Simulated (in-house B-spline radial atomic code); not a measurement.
PBE excitations of S4+

Method: PBE. Computed with an all-electron radial atomic-structure program (B-spline basis): linear response of the closed shell [Ne] 3s2 with the functional's adiabatic kernel; scalar-relativistic (spin-free one-electron X2C), finite nucleus, no spin-orbit coupling, no double excitations, S, P, D and F terms only.

Command:
```bash
python run_td.py task.json out
```
Settings (radii: box in bohr, nucleus in fm):
```
Z                        16
electrons                12
configuration            [Ne] 3s2
hamiltonian              x2c
method                   pbe,pbe
box_radius               19.1
rms_radius               3.2611
intervals                72
```

Time taken, with all properties: 0.3 s on 1 thread of Intel(R) Xeon(R) Platinum 8488C (Sapphire Rapids), on a shared host.

The lowest states, in the order of their Tamm-Dancoff energies; the method's threshold (minus the highest occupied level) is 65.92 eV. Labels give the largest channel, * marks a mixed state, and oscillator strengths are full-response dipole values. Semilocal kernels can invert the small singlet-triplet splittings of Rydberg terms. Energies in eV:

```
     state  full response  Tamm-Dancoff  oscillator strength
3s → 3p 3P          9.771        10.079                    -
3s → 3p 1P         15.810        16.415                 1.35
3s → 3d 3D         26.969        27.109                    -
3s → 3d 1D         29.563        29.574                    -
3s → 4s 3S          38.00         38.00                    -
3s → 4s 1S          39.10         39.13                    -
3s → 4p 3P          42.07         42.08                    -
3s → 4p 1P          42.52         42.56                0.103
3s → 4d 3D          47.66         47.68                    -
3s → 4d 1D              ?             ?                    -
3s → 4f 3F          49.29         49.31                    -
3s → 4f 1F          49.51         49.52                    -
3s → 5s 3S          51.27         51.27                    -
3s → 5s 1S          51.57         51.58                    -
3s → 5p 3P              ?             ?                    -
3s → 5p 1P          53.04         53.05               0.0396
```

(1) Where does 3s → 4d 1D lie?

(2) Where does 3s → 5p 3P lie?

(3) How large is the singlet-triplet splitting of 3s → 3p (P terms) in Tamm-Dancoff?

(4) What polarisabilities and dispersion coefficient does the method give?

Results:

(1) At 47.96 eV in full response, 47.97 eV in Tamm-Dancoff.

(2) At 52.93 eV in full response, 52.93 eV in Tamm-Dancoff.

(3) 6.34 eV, from the unrounded values.

(4) Dipole 4.179 bohr³, quadrupole 6.257 bohr⁵, C6 8.088 hartree·bohr⁶ for two such species.
